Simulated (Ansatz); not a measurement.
Geometry optimisation, Ansatz 0.2.0, RKS r2SCAN-D4/def2-SVP.

The input (input.yaml):

```yaml
crystal:
  periodic: [false, false, false]
  atoms:
    - { symbol: B, position_ang: [-0.92287, 1.89362, 0.50626] }
    - { symbol: O, position_ang: [-0.16889, 0.92929, -0.06724] }
    - { symbol: S, position_ang: [0.0652, 0.56108, -1.6265] }
    - { symbol: C, position_ang: [1.84875, 0.29591, -1.59541] }
    - { symbol: H, position_ang: [-1.4968, 2.53764, -0.27846] }
    - { symbol: H, position_ang: [-0.98445, 2.04796, 1.66346] }
    - { symbol: H, position_ang: [-0.26681, -0.77154, -1.50113] }
    - { symbol: H, position_ang: [2.34688, 1.26319, -1.61386] }
    - { symbol: H, position_ang: [2.13057, -0.26136, -2.48639] }
    - { symbol: H, position_ang: [2.13449, -0.25246, -0.70096] }
total_charge: 1
basis:
  gaussian: { orbitals: def2-SVP }
hamiltonian:
  xc: r2scan
  dispersion: d4
relax:
  f_tol: 0.015
  max_steps: 40
```

Command:

```bash
$ ansatz run input.yaml --threads 2 --pin off --max-ram 3072MiB --backend cpu --events-out ev --progress --plain --runs-dir out
```

**Question.** Where does it end, and by what steps?

**Answer.** The forces met the threshold. Limits of this set-up: the dipole of an ion depends on the origin. After 6 steps the energy has fallen by 0.268 eV; O2 moved furthest, 0.15 Å.

```tsv
step	energy less start (eV)	largest force component (eV/Å)	accepted
0	0.0000	1.726	yes
1	-0.2021	0.827	yes
2	-0.2534	0.403	yes
3	-0.2547	0.299	yes
4	-0.2609	0.316	yes
5	-0.2675	0.038	yes
6	-0.2678	0.012	yes
```

```xyz
10
Properties=species:S:1:pos:R:3
B -0.963 1.928 0.461
O -0.096 0.903 0.067
S 0.105 0.554 -1.536
C 1.873 0.283 -1.598
H -1.564 2.548 -0.372
H -0.991 2.059 1.650
H -0.287 -0.754 -1.485
H 2.350 1.273 -1.552
H 2.083 -0.187 -2.573
H 2.176 -0.363 -0.763
```

Whether the end is a true minimum wasn't checked by a vibrational analysis.

Run time: 22 s on 2 threads of Arm Neoverse V1, on a shared host, peak memory 0.17 GiB.
